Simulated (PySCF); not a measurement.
TcOI2: fields on a plane

These are results of UPBE in PySCF with Tc def2-SVP with ECP28, O def2-SVP, I def2-SVP with ECP28; scalar-relativistic core potentials, no spin–orbit coupling; density-fitted integrals, not measurements.

The doublet minimum has Tc–I 2.564 Å (×2), Tc–O 1.637 Å; I–Tc–I 118.2°, I–Tc–O 120.9° (×2).

The plane holds Tc1 at (0.00, 0.00), O2 at (1.64, 0.00), I3 at (-1.32, 2.20), I4 at (-1.32, -2.20) Å. Columns run from x = -3.45 to 4.05 Å, rows from y = 4.35 (top) to -4.05 Å, in steps of 0.3 Å. Other isomers or separated fragments may lie lower. Core electrons replaced by a potential are absent, the electrostatic potential uses the reduced nuclear charge, and values within about 0.7 Å of such atoms have no physical meaning.

Give the electron localisation function (set to 0 where the density is under 0.005 e/Å³). Lower edges of the bins: '_' 0.000, '.' 0.090, ':' 0.180, '-' 0.270, '=' 0.360, '+' 0.451, '*' 0.541, '#' 0.631, '%' 0.721, '@' 0.811; top 0.90, each point printed twice.


```
________....::::::::::..____________________________
______..::--==++++++++==::__________________________
____..--==**####%%####**==--________________________
__::--++##%%%%%%%%@@%%%%**==::______________________
..--++##%%##**++**%%@@%%##++--______________________
::==##%%%%==::------##@@%%**--..____________________
--**%%%%**::##%%%%--++%%%%**--..____________________
==**%%%%++--%%__##++--%%%%++--______________________
==**%%@@**--%%++%%====####==..______________________
==**%%@@##----**==::**##++::..______________________
--++##%%%%##==----****==::......::----::..__________
::==++##%%%%%%####++----::....::++****++--..________
__..--==**####**--::==####++..==%%@@@@%%++--..______
______..::----::..==%%@@@@%%--**@@@@@@@@##==..______
__________....__..##@@____%%==##++==##@@%%++::______
__________....__..##@@____%%==##++==##@@%%++::______
______..::----::..==%%@@@@%%--**@@@@@@@@##==..______
__..--==**####**--::==####++..==%%@@@@%%++--..______
::==++##%%%%%%####++----::....::++****++--..________
--++##%%%%##==----****==::......::----::..__________
==**%%@@##----**==::**##++::..______________________
==**%%@@**--%%++%%====####==..______________________
==**%%%%++--%%__##++--%%%%++--______________________
--**%%%%**::##%%%%--++%%%%**--..____________________
::==##%%%%==::------##@@%%**--..____________________
..--++##%%##**++**%%@@%%##++--______________________
__::--++##%%%%%%%%@@%%%%**==::______________________
____..--==**####%%####**==--________________________
______..::--==++++++++==::__________________________
```

Give the electron density (e/Å³) (cut at 5 e/Å³). Every second row and column.


```
0.00 0.00 0.01 0.01 0.01 0.01 0.00 0.00 0.00 0.00 0.00 0.00 0.00
0.00 0.01 0.04 0.09 0.10 0.05 0.02 0.00 0.00 0.00 0.00 0.00 0.00
0.01 0.04 0.22 0.64 0.71 0.29 0.06 0.01 0.00 0.00 0.00 0.00 0.00
0.01 0.10 0.69 5.00 5.00 0.85 0.15 0.02 0.00 0.00 0.00 0.00 0.00
0.02 0.12 0.78 5.00 5.00 0.93 0.18 0.03 0.01 0.00 0.00 0.00 0.00
0.01 0.06 0.33 0.91 1.01 0.54 0.21 0.08 0.06 0.04 0.01 0.00 0.00
0.00 0.02 0.08 0.20 0.35 1.25 2.26 0.48 0.74 0.62 0.09 0.01 0.00
0.00 0.01 0.03 0.07 0.36 5.00 1.07 2.36 5.00 5.00 0.32 0.02 0.00
0.00 0.01 0.04 0.10 0.31 4.14 5.00 1.29 2.66 2.31 0.20 0.01 0.00
0.01 0.04 0.16 0.43 0.55 0.56 0.49 0.18 0.19 0.15 0.04 0.00 0.00
0.01 0.09 0.56 3.56 4.54 0.70 0.18 0.05 0.02 0.01 0.00 0.00 0.00
0.02 0.12 0.85 5.00 5.00 1.04 0.17 0.03 0.01 0.00 0.00 0.00 0.00
0.01 0.07 0.43 1.97 2.35 0.55 0.10 0.02 0.00 0.00 0.00 0.00 0.00
0.00 0.02 0.10 0.25 0.28 0.13 0.03 0.01 0.00 0.00 0.00 0.00 0.00
0.00 0.00 0.01 0.03 0.03 0.02 0.01 0.00 0.00 0.00 0.00 0.00 0.00
```

Open d and f shells are described by one determinant, and the ground state may have another occupation or spin. No spin–orbit coupling is included, which matters more the heavier the element.
